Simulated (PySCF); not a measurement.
F$_{2}$S, triplet, geometry from GFN2-xTB (a higher spin typed on purpose: for a closed-shell molecule this is an excited state). Base run: B3LYP/6-31G (PySCF).

Geometry (Å):
```xyz
3

F     -1.0628    -0.5937    -0.0009
S     -0.0924     0.7077    -0.0088
F      1.2271    -0.6644     0.0166
```
Charge 0, spin multiplicity 3.
Orbitals are unrestricted.
All else is at PySCF's defaults.
Base energy -597.65281 Eh.

Each row names what was changed in the base input (with any setting that the change needs).

| change | ΔE vs base (mEh) | grid points | electrons on the grid |
|---|---|---|---|
| base | 0.000 | 47408 | 34.00001 |
| grids.level = 2 | -0.047 | 34960 | 34.00009 |
| grids.level = 7 | 0.004 | 263344 | 34.00000 |
| grids.becke_scheme = stratmann | -0.008 | 47408 | 34.00002 |
| grids.level = 4 | 0.008 | 86368 | 34.00000 |
| grids.level = 5 | 0.004 | 130808 | 34.00000 |
| grids.level = 0 | -15.314 | 3800 | 33.99781 |
| grids.radi_method = gauss_chebyshev | 0.000 | 46720 | 34.00001 |
| grids.atom_grid = (30, 110) | -0.111 | 7344 | 33.99977 |
| grids.prune = dft.gen_grid.sg1_prune | -0.044 | 19136 | 33.99981 |
| grids.radi_method = mura_knowles | 0.000 | 45248 | 34.00001 |

Open shells are given as the SCF converged; they aren't shown to be the lowest states, and a large step between rows can be another state.
